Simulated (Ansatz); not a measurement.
A geometry relaxed with B3LYP-D3(BJ)/def2-SVP in Ansatz (a program for electronic structure), charge 0, multiplicity 1:

```xyz
23

C     -2.3065    -1.3541     1.9865
C      3.0107     0.1966    -1.7004
C      3.6429    -0.1209    -0.4939
H      3.3847    -0.3924     1.6358
C     -0.5784     0.6503    -0.6377
H     -2.1116    -2.2082     2.6394
H     -3.9088     1.4245     0.9921
C      1.6406     0.4510    -1.7253
C      2.8936    -0.1713     0.6850
C     -1.4153    -0.9755     1.0538
H     -4.2624    -0.3343    -0.6134
H      3.5907     0.2516    -2.6248
H      1.1518     0.7052    -2.6696
C      1.5202     0.0743     0.6594
H     -0.8391     1.3771    -1.4160
H      0.9545     0.0712     1.5916
C      0.8632     0.3717    -0.5518
H      4.7181    -0.3138    -0.4706
C     -1.5974     0.1199     0.0945
H     -3.2748     1.7804    -1.3204
Si    -3.3392     0.7712    -0.2245
H     -0.4861    -1.5496     0.9671
H     -3.2516    -0.8250     2.1432
```

Question: Write the SMILES of this molecule.

Answer: `C=C/C([SiH3])=C\c1ccccc1`
